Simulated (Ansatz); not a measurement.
The first iterations of a band of AlBH₄OS (8 atoms, charge 0, multiplicity 1).

All numbers below come from Ansatz, RHF/def2-SVP.

```json
{
  "movable images": "9",
  "climbing image": "yes",
  "spring": "2.0 to 10.0 eV/Å², energy-weighted",
  "optimiser": "quadratic models (default)",
  "start path": "through a guess of the saddle point",
  "force threshold": "0.03 eV/Å",
  "iteration limit": "60",
  "end points": "relaxed"
}
```

Image 0:

```xyz
8
Properties=species:S:1:pos:R:3
O -1.111 1.955 -1.122
B -0.422 1.101 -0.356
S -0.456 -0.708 -0.720
Al 0.837 -1.601 0.820
H -1.594 1.566 -1.836
H 0.207 1.546 0.558
H 1.539 -0.694 1.894
H 1.000 -3.164 0.763
```

Image 10:

```xyz
8
Properties=species:S:1:pos:R:3
O -1.115 1.954 -1.120
B -0.429 1.101 -0.350
S -0.438 -0.704 -0.733
Al 0.843 -1.601 0.816
H -1.583 1.566 -1.844
H 0.180 1.545 0.578
H 1.029 -3.160 0.739
H 1.513 -0.700 1.914
```

| iteration | highest image above the first end (eV) | largest band force component (eV/Å) |
| --- | --- | --- |
| 1 | 36.777 | 93.873 |
| 2 | 17.999 | 39.397 |
| 3 | 11.013 | 19.489 |
| 4 | 6.985 | 9.368 |
| 5 | 4.616 | 4.891 |
| 6 | 2.890 | 3.155 |

Task: Does the band converge within its limit, and where does its top end?

Result: The run converged. It ended after 20 iterations with the highest image 0.165 eV above the first end. Another band between the same ends (9 images) ends at a top of the same energy, where a vibrational analysis finds 1 clearly imaginary mode.

The run took 2.2 min on 1 thread of Intel(R) Xeon(R) 6975P-C (Granite Rapids), on a shared host, peak memory 0.17 GiB.
